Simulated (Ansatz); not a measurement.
System: C2H5Si, charge 0, doublet. C2H5Si (SMILES [CH2][Si]C, doublet).
B3LYP-D3(BJ)/def2-TZVP minimum from Ansatz (a first-principles code):
```xyz
8

C      1.6084     0.1946     0.0524
Si     0.0399    -0.4459     0.2662
C     -1.5081     0.4104    -0.3976
H      2.5035    -0.2831     0.4261
H      1.7575     1.1291    -0.4813
H     -1.1903     1.3260    -0.9029
H     -2.0364    -0.2257    -1.1084
H     -2.1939     0.6669     0.4102
```
Charge 0, spin multiplicity 2.

Total energies in cc-pV(D+d)Z, 17 correlated electrons, 7 frozen orbitals. UHF or UKS for unpaired electrons; spin-orbit terms are left out. Correlated methods leave the cores frozen. No relativity. The UHF reference of C2H5Si ([CH2][Si]C, doublet) is spin-contaminated (<S^2> up to 0.37 over the pure value in the sets run).

| method | program | energy (Eh) | minus CCSDT(Q) (mEh) |
|---|---|---|---|
| HF | Ansatz | -367.50247 | 416.96 |
| MP2 | Ansatz | -367.84858 | 70.86 |
| CCSD | Ansatz | -367.90202 | 17.41 |
| CCSD(T) | Ansatz | -367.91605 | 3.39 |
| CCSDT(Q) | Ansatz | -367.91944 | 0.00 |

Rough core times of Ansatz's runs on a shared machine: CCSD(T) 40 s, CCSDT(Q) 10 min.
